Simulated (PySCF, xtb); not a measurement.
C4H7FSi, SMILES C#CC[Si@@H](C)F.

Geometry optimised at PBE0-D3(BJ)/def2-SVP. The structure was generated by enumeration; whether it is a known compound was not checked. The values are those of a single conformer.

Method: PySCF with C-PCM-PBE0/def2-SVP.

The values are the electrostatic part of the solvation free energy, E(continuum) − E(gas) at the gas-phase geometry, in a cavity of scaled van der Waals radii (PySCF's table); cavitation and dispersion terms are not included. In vacuum the orbital gap is 8.49 eV. The dipole moment in vacuum is 1.82 D.

Computed values in water (ε = 78.36), N,N-dimethylformamide (ε = 37.22), benzene (ε = 2.27):
```json
[
 {"solvent": "water", "ε": "78.36", "ΔG(elec) (kcal/mol)": "-5.0", "dipole (D)": "2.31", "gap (eV)": "8.57"},
 {"solvent": "N,N-dimethylformamide", "ε": "37.22", "ΔG(elec) (kcal/mol)": "-4.9", "dipole (D)": "2.30", "gap (eV)": "8.57"},
 {"solvent": "benzene", "ε": "2.27", "ΔG(elec) (kcal/mol)": "-2.7", "dipole (D)": "2.06", "gap (eV)": "8.54"}
]
```

For comparison, GFN2-xTB/ALPB(water) (xtb, at the GFN2-xTB geometry, all terms of that model) gives -1.6 kcal/mol.
